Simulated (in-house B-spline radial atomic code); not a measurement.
Successive ionisation energies of platinum; each step leads to the configuration of the next row (after the last: bare). Dirac energy differences include first-order Breit, QED and recoil terms. NIST's values go from ground level to ground level; the uncertainty of those that are theory runs from under 0.1 % in few-electron ions to several per cent in heavy many-electron ones. Computed with a B-spline radial code for spherical atoms: Dirac-Hartree-Fock, jj configuration that fills j = l - 1/2 first, finite nuclei.

A number in brackets counts the electrons of a j subshell.

```tsv
ion	configuration	ionisation energy (eV)	tabulated value (eV)	tabulated kind	computed minus tabulated (eV)	highest orbital	largest mean radius (bohr)
Pt68+	[He] 2s2 2p6	17538.9	17540	tabulated theory	-1	2p3/2	0.070512
Pt69+	[He] 2s2 2p1/2(2) 2p3/2(3)	17901.1	17890	tabulated theory	11	2p3/2	0.070234
Pt70+	[He] 2s2 2p1/2(2) 2p3/2(2)	18266.4	18280	tabulated theory	-14	2p3/2	0.069957
Pt71+	[He] 2s2 2p1/2(2) 2p3/2(1)	18635.0	18630	tabulated theory	5	2p3/2	0.069681
Pt72+	[He] 2s2 2p1/2(2)	20835.0	20840	tabulated theory	-5	2p1/2	0.069407
Pt73+	[He] 2s2 2p1/2(1)	21279.9	21280	tabulated theory	0	2p1/2	0.069088
Pt74+	[He] 2s2	21842.2	21840	tabulated theory	2	2s1/2	0.068772
Pt75+	[He] 2s1	22205.1	22205.7	tabulated theory	-1	2s1/2	0.068487
Pt76+	1s2	88949.7	88955.1	tabulated theory	-5	1s1/2	0.017059
Pt77+	1s1	90659.3	90659.84	tabulated theory	-1	1s1/2	0.016961
```

(1) Where is the largest jump?

Answers

(1) From Pt75+ to Pt76+, by a factor of 4.01 (22205 to 88950 eV); the highest orbital goes from 2s1/2 to 1s1/2.
